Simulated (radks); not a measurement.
Results of a calculation; reference values are marked as such.
Question: Rh V, configuration [Kr] 4d5. Level of theory: scalar-relativistic Kohn-Sham, r2SCAN, spin-unpolarised, spherical densities, finite nucleus; meta-GGA in the generalised Kohn-Sham scheme; Fermi nuclear charge, rms radius 4.4945 fm (a radial shooting solver on a logarithmic mesh with Libxc functionals). Some entries of the table are withheld. Estimate them.

orbital  occ.  eigenvalue (Ry)  r(max) (bohr)
1s          2        -1700.786        0.02118
2s          2        -251.0138         0.1197
2p          6        -225.1770        0.09579
3s          2        -48.56235            (1)
3p          6        -39.99342            (2)
3d         10              (3)         0.2920
4s          2        -10.10196            (4)
4p          6         -7.62995         0.9369
4d          5              (5)            (6)

Answer: 
(1) 3s r(max) (bohr): 0.3508
(2) 3p r(max) (bohr): 0.3443
(3) 3d eigenvalue (Ry): -26.33308
(4) 4s r(max) (bohr): 0.8789
(5) 4d eigenvalue (Ry): -4.01244
(6) 4d r(max) (bohr): 1.089
